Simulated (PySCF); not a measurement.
A geometry optimisation, step by step.

Compound: C₆H₆F₂.
Atom-mapped SMILES: `[CH2:1]=[CH:2]/[C:3]([F:4])=[C:5](/[F:6])[CH:7]=[CH2:8]` (hydrogens: H9, H10 on C1; H11 on C2; H12 on C7; H13, H14 on C8)

Method: PBE0-D3(BJ)/def2-SVP geometry optimisation, gas phase in PySCF; density fitting, grid level 1; the optimiser is geomeTRIC in internal coordinates, started from a GFN2-xTB structure with every atom displaced at random (about 0.01 Å). 6 of its 9 geometries are shown. The frame can shift and turn from step to step; on so coarse a grid that alone can change the energy by a few meV, and forces under 0.02 eV/Å are noise.

Step 0: E = -11730.1530 eV, largest atomic force 2.927 eV/Å
```
atom  x, y, z in Å  |  force x, y, z in eV/Å
C1     -2.873    0.088    0.100   -2.288   1.722   0.606
C2     -1.603   -0.173   -0.031    1.744  -0.069  -0.035
C3     -0.574    0.777    0.262    1.428   0.688   0.231
F4     -0.947    1.995    0.684   -0.217  -0.493  -0.184
C5      0.779    0.580    0.170    0.072   0.896   0.345
F6      1.580    1.626    0.513   -0.721  -0.840  -0.295
C7      1.476   -0.613   -0.237   -0.137   0.499   0.110
C8      2.809   -0.700   -0.299   -1.314  -0.177   0.010
H9     -3.653   -0.607   -0.114   -0.503  -0.807  -0.237
H10    -3.230    1.078    0.442    0.295  -0.342  -0.121
H11    -1.281   -1.144   -0.356    0.277  -0.656  -0.255
H12     0.846   -1.445   -0.503   -0.242  -0.530  -0.160
H13     3.400    0.132   -0.035    0.957   1.093   0.337
H14     3.264   -1.608   -0.604    0.650  -0.984  -0.348
```

Step 2: E = -11730.2845 eV, largest atomic force 0.545 eV/Å
```
atom  x, y, z in Å  |  force x, y, z in eV/Å
C1     -2.865   -0.045    0.378    0.102   0.080   0.018
C2     -1.549   -0.199    0.173   -0.154   0.260  -0.002
C3     -0.566    0.863    0.225    0.346   0.003  -0.077
F4     -0.950    2.100    0.539   -0.483  -0.251   0.010
C5      0.758    0.706   -0.026    0.240  -0.235   0.110
F6      1.544    1.776    0.089   -0.046  -0.029  -0.027
C7      1.429   -0.536   -0.341    0.013   0.044  -0.086
C8      2.760   -0.667   -0.433    0.009   0.024  -0.064
H9     -3.534   -0.904    0.305   -0.047   0.036   0.031
H10    -3.294    0.930    0.620   -0.016   0.008  -0.005
H11    -1.165   -1.194   -0.065    0.030   0.052   0.008
H12     0.787   -1.402   -0.519    0.050  -0.002   0.055
H13     3.436    0.179   -0.285   -0.050   0.013   0.031
H14     3.206   -1.634   -0.673    0.006  -0.003  -0.004
```

Step 3: E = -11730.3043 eV, largest atomic force 0.391 eV/Å
```
atom  x, y, z in Å  |  force x, y, z in eV/Å
C1     -2.882    0.020    0.388   -0.112  -0.037   0.064
C2     -1.589   -0.238    0.148    0.119  -0.039  -0.111
C3     -0.575    0.788    0.181   -0.060  -0.062   0.076
F4     -1.035    1.992    0.526    0.258   0.080  -0.091
C5      0.759    0.647   -0.040   -0.192   0.060   0.336
F6      1.513    1.730    0.152    0.054  -0.002  -0.157
C7      1.474   -0.570   -0.357   -0.005   0.169  -0.041
C8      2.812   -0.625   -0.439   -0.043  -0.053  -0.098
H9     -3.620   -0.783    0.384   -0.025   0.002  -0.027
H10    -3.226    1.033    0.614    0.025  -0.060  -0.021
H11    -1.259   -1.256   -0.068    0.000  -0.044  -0.028
H12     0.876   -1.465   -0.533   -0.045  -0.030   0.047
H13     3.428    0.264   -0.302    0.013   0.054   0.075
H14     3.319   -1.564   -0.665    0.013  -0.037  -0.024
```

Step 5: E = -11730.3216 eV, largest atomic force 0.140 eV/Å
```
atom  x, y, z in Å  |  force x, y, z in eV/Å
C1     -2.876    0.000    0.369   -0.020  -0.086  -0.016
C2     -1.572   -0.235    0.166   -0.037   0.127   0.045
C3     -0.569    0.802    0.236    0.016  -0.084  -0.065
F4     -1.009    2.025    0.532   -0.050  -0.068   0.007
C5      0.762    0.657    0.018    0.009   0.063   0.007
F6      1.508    1.755    0.124    0.130  -0.035   0.008
C7      1.465   -0.561   -0.314   -0.017   0.041   0.006
C8      2.795   -0.630   -0.469    0.010  -0.003  -0.012
H9     -3.602   -0.813    0.302   -0.029   0.016   0.011
H10    -3.244    1.001    0.602    0.009  -0.004  -0.003
H11    -1.223   -1.245   -0.065   -0.002   0.018  -0.003
H12     0.854   -1.457   -0.443    0.001   0.002   0.017
H13     3.431    0.250   -0.347   -0.026   0.013   0.000
H14     3.277   -1.576   -0.722    0.004   0.000  -0.002
```

Step 6: E = -11730.3240 eV, largest atomic force 0.037 eV/Å
```
atom  x, y, z in Å  |  force x, y, z in eV/Å
C1     -2.878   -0.005    0.368    0.006   0.000  -0.002
C2     -1.572   -0.229    0.164    0.017  -0.012  -0.002
C3     -0.566    0.805    0.233   -0.024   0.017  -0.019
F4     -1.012    2.024    0.533    0.000  -0.004   0.006
C5      0.766    0.661    0.018   -0.002   0.002   0.022
F6      1.527    1.748    0.131   -0.003  -0.015   0.007
C7      1.462   -0.561   -0.313    0.011   0.032  -0.004
C8      2.792   -0.629   -0.470    0.007  -0.029  -0.021
H9     -3.600   -0.821    0.302   -0.009   0.007   0.007
H10    -3.251    0.994    0.602    0.003  -0.003  -0.002
H11    -1.221   -1.238   -0.067   -0.004  -0.001  -0.008
H12     0.850   -1.457   -0.437    0.009   0.001   0.014
H13     3.425    0.254   -0.356   -0.018   0.010   0.005
H14     3.276   -1.574   -0.721    0.006  -0.004  -0.003
```

Step 8: E = -11730.3248 eV, largest atomic force 0.022 eV/Å
```
atom  x, y, z in Å  |  force x, y, z in eV/Å
C1     -2.879   -0.007    0.363   -0.001   0.013   0.005
C2     -1.574   -0.234    0.158    0.000  -0.010   0.000
C3     -0.568    0.800    0.234   -0.007  -0.007   0.003
F4     -1.014    2.017    0.539   -0.001   0.000  -0.002
C5      0.766    0.655    0.031   -0.018   0.005   0.010
F6      1.525    1.744    0.151    0.009  -0.002  -0.001
C7      1.466   -0.563   -0.302    0.006   0.007  -0.004
C8      2.793   -0.620   -0.484   -0.001   0.000  -0.003
H9     -3.608   -0.817    0.299    0.007  -0.004  -0.006
H10    -3.246    0.994    0.601   -0.002   0.001   0.003
H11    -1.225   -1.241   -0.079    0.003  -0.002  -0.004
H12     0.861   -1.466   -0.403   -0.002   0.000   0.001
H13     3.414    0.274   -0.388    0.008  -0.002   0.001
H14     3.286   -1.562   -0.733   -0.001   0.002  -0.002
```

**Question.** Summarise the path.

**Answer.** The energy falls by 16.57 kJ/mol from step 0 to step 8; nine tenths of that is first reached at step 4. It falls at every step. The largest force goes from 2.927 to 0.022 eV/Å. Among the bonds C1=C2 changes most (a near tie, within 0.001 Å, with another), from 1.302 to 1.341 Å; the atoms move by 0.029 Å rms after alignment.

What follows is the cost of the whole optimisation. Time: 2.0 min wall; peak memory 0.54 GiB. Hardware: one thread of an Arm Neoverse N1, shared host.
